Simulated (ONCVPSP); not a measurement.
## Lu (Z = 71): one change to an ONCV potential, before and after

ONCVPSP 4.0.1 input, shortened (lines: element, Z, core and valence counts, functional; n l f; lmax; l rc ep ncon nbas qcut; lloc lpopt rc5 dvloc0; l nproj debl; icmod fcfact rcfact), LDA (Perdew-Wang 92), fully relativistic:

```
  Lu 71.00    9    5  -001012      upf
    1    0    2.00
    2    0    2.00
    2    1    6.00
    3    0    2.00
    3    1    6.00
    3    2   10.00
    4    0    2.00
    4    1    6.00
    4    2   10.00
    4    3   13.00
    5    0    2.00
    5    1    6.00
    5    2    2.00
    6    0    2.00
    3
    0    2.15    0.00    4    8    5.10
    1    1.30    0.00    4    8    6.20
    2    1.90    0.00    4    9    5.90
    3    1.10    0.00    3    7   15.70
    4    5    0.75    3.00
    0    2    1.50
    1    2    2.40
    2    2    0.80
    3    1    3.80
    3    6.00    1.80
```

Open shells are filled in proportion to 2j + 1.

Change: local potential polynomial inside 1.05 bohr (lpopt 1, dvloc0 4 Ha).

Cutoffs: the cutoffs (Ha) at which the residual kinetic energy of the hardest occupied pseudo-wave falls to 1 and 0.1 mHa per electron; they do not see the model core or the augmentation charge, which bear on the density cutoff. Errors are all-electron minus pseudo energies relative to the spin-unpolarised reference configuration.

Question: What does the change do?

Answer: The potential gets neither clearly harder nor softer (105 Ha and 119 Ha → 105 Ha and 119 Ha); the bound ghost in s disappears; the lowest positive-energy flag moves from p3/2 at 35.8 eV to s at 79.1 eV; of the 4 tests that both files solve, the error grows in 1 and shrinks in 3 by more than 15 % and 0.3 meV (median size 55.1 → 49.7 meV); the range in which the s phases agree narrows (upper end 3.9 → 2.4); the range in which the p1/2 phases agree widens (upper end 3.4 → at the end of the scan). In the separable form a ghost depends on how the local part lies against the semilocal potential of the channel, so the choice of the local part can create or remove one.

| quantity | base | changed |
| --- | --- | --- |
| cutoff, loose | 105 Ha | 105 Ha |
| cutoff, tight | 119 Ha | 119 Ha |
| bound ghosts | s | none |
| GHOST(+) flags under 300 eV | p3/2 at 35.8 eV, p1/2 at 94.6 eV, d5/2 at 195.8 eV, d3/2 at 204.0 eV | s at 79.1 eV |
| error for 4f14 5s2 5p6 5d1 6s2, meV [ΔE -10.83 eV] | -18 | -35 |
| error for 4f14 5s2 5p6 5d1 6s1, meV [ΔE -3.25 eV] | +26 | +8.6 |
| error for 4f14 5s2 5p6 5d1 6s0, meV [ΔE 10.32 eV] | +90 | +71 |
| error for 4f14 5s2 5p6 5d1 6s0 6p1, meV [ΔE 1.09 eV] | +84 | +65 |
| s: phases at 2.19 bohr within 0.05 rad from the reference energy up to (Ha; the scan ends near 5) | 3.9 | 2.4 |
| p3/2: phases at 1.32 bohr within 0.05 rad from the reference energy up to (Ha; the scan ends near 5) | to the end of the scan | to the end of the scan |
| p1/2: phases at 1.32 bohr within 0.05 rad from the reference energy up to (Ha; the scan ends near 5) | 3.4 | to the end of the scan |
| d5/2: phases at 1.93 bohr within 0.05 rad from the reference energy up to (Ha; the scan ends near 5) | 3.6 | 3.8 |
| d3/2: phases at 1.93 bohr within 0.05 rad from the reference energy up to (Ha; the scan ends near 5) | 3.6 | 3.8 |
| f7/2: phases at 1.12 bohr within 0.05 rad from the reference energy up to (Ha; the scan ends near 5) | 1.9 | 1.4 |
| f5/2: phases at 1.12 bohr within 0.05 rad from the reference energy up to (Ha; the scan ends near 5) | 1.8 | 1.3 |
| rms error of d²Exc/dni dnj with the model core, mHa | 2.09 | 2.09 |

Base: These tests converged, but a pseudo level misses the all-electron one widely, so the file describes the atom poorly there or has found another state: 4f14 5s2 5p6 5d1 6s0 6p1: empty 6s by 5.4 eV. Changed file: These tests converged, but a pseudo level misses the all-electron one widely, so the file describes the atom poorly there or has found another state: 4f14 5s2 5p6 5d1 6s0 6p1: empty 6s by 5.4 eV. A true bound ghost makes a file unfit for plane-wave use even where its test errors are small: the radial tests pick states by their node count and pass the ghost by.
